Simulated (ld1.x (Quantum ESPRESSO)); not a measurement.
## Reading a pseudo-wave (nitrogen)

Columns: radius, all-electron u(r) and pseudo u(r) of the 2p shell (level -7.09 eV) of nitrogen in the configuration [He] 2s2 2p3; PBE, scalar-relativistic, TM scheme, ld1.x (Quantum ESPRESSO) 7.5.

```json
{"r (bohr)": "0.108", "all-electron": "0.0827", "pseudo": "0.0268"}
{"r (bohr)": "0.215", "all-electron": "0.2360", "pseudo": "0.1027"}
{"r (bohr)": "0.322", "all-electron": "0.3907", "pseudo": "0.2175"}
{"r (bohr)": "0.430", "all-electron": "0.5231", "pseudo": "0.3572"}
{"r (bohr)": "0.538", "all-electron": "0.6254", "pseudo": "0.5023"}
{"r (bohr)": "0.645", "all-electron": "0.6988", "pseudo": "0.6334"}
{"r (bohr)": "0.752", "all-electron": "0.7466", "pseudo": "0.7381"}
{"r (bohr)": "0.860", "all-electron": "0.7726", "pseudo": "0.8086"}
{"r (bohr)": "0.968", "all-electron": "0.7809", "pseudo": "0.8427"}
{"r (bohr)": "1.075", "all-electron": "0.7755", "pseudo": "0.8448"}
{"r (bohr)": "1.182", "all-electron": "0.7602", "pseudo": "0.8236"}
{"r (bohr)": "1.290", "all-electron": "0.7374", "pseudo": "0.7871"}
{"r (bohr)": "1.398", "all-electron": "0.7097", "pseudo": "0.7435"}
{"r (bohr)": "1.505", "all-electron": "0.6790", "pseudo": "0.6990"}
{"r (bohr)": "1.612", "all-electron": "0.6464", "pseudo": "0.6563"}
{"r (bohr)": "1.720", "all-electron": "0.6127", "pseudo": "0.6165"}
{"r (bohr)": "1.828", "all-electron": "0.5788", "pseudo": "0.5798"}
{"r (bohr)": "1.935", "all-electron": "0.5456", "pseudo": "0.5457"}
{"r (bohr)": "2.042", "all-electron": "0.5131", "pseudo": "0.5131"}
{"r (bohr)": "2.150", "all-electron": "0.4815", "pseudo": "0.4815"}
{"r (bohr)": "2.258", "all-electron": "0.4511", "pseudo": "0.4511"}
{"r (bohr)": "2.365", "all-electron": "0.4223", "pseudo": "0.4223"}
{"r (bohr)": "2.472", "all-electron": "0.3950", "pseudo": "0.3950"}
{"r (bohr)": "2.580", "all-electron": "0.3689", "pseudo": "0.3689"}
{"r (bohr)": "2.688", "all-electron": "0.3442", "pseudo": "0.3442"}
{"r (bohr)": "2.795", "all-electron": "0.3212", "pseudo": "0.3212"}
```

(1) How many radial nodes do the two functions have?

(2) At about which radius was the pseudo-wave matched?

(3) Is the pseudo-wave norm-conserving?

## Answers

(1) The all-electron 2p function has n − l − 1 = 0; the pseudo-wave has 0.

(2) 2.15 bohr. The columns agree to 0.0005 from 1.94 bohr on; several derivatives are matched, so the curves merge somewhat inside the radius.

(3) Yes: the TM scheme keeps the norm inside the radius equal to the all-electron one, which fixes the energy derivative of the logarithmic derivative at the level.
